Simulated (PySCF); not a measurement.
He (helium, neutral): BP86 calculation

Configuration: 1s2, closed-shell 1S. Calculation: PySCF 2.14, in 6-31G* (2s, 2 functions); no relativity, point nucleus.

```
Total energy                                     : -2.8981 hartree
One-electron energy                              : -3.8804 hartree
Hartree (Coulomb) energy                         : 2.0504 hartree
Exchange-correlation energy                      : -1.0682 hartree
Kinetic energy                                   : 2.84638 hartree
⟨S²⟩                                             : 0.0000
⟨L²⟩                                             : 0.000
Sum of ⟨r⟩                                       : 1.850 bohr
Sum of ⟨r²⟩                                      : 2.332 bohr²
Density at the nucleus (Gaussians lack the cusp) : 2.93 bohr⁻³
Langevin diamagnetic susceptibility              : -1.85 ×10⁻⁶ cm³/mol
Time after the integrals                         : 0.02 s of wall time on 1 thread of Neoverse-V1 (shared host)
```

```
shell  electrons  mean orbital energy (eV)  rms radius, mean of both spins (bohr)
   1s          2                   -15.547                                   1.08
```
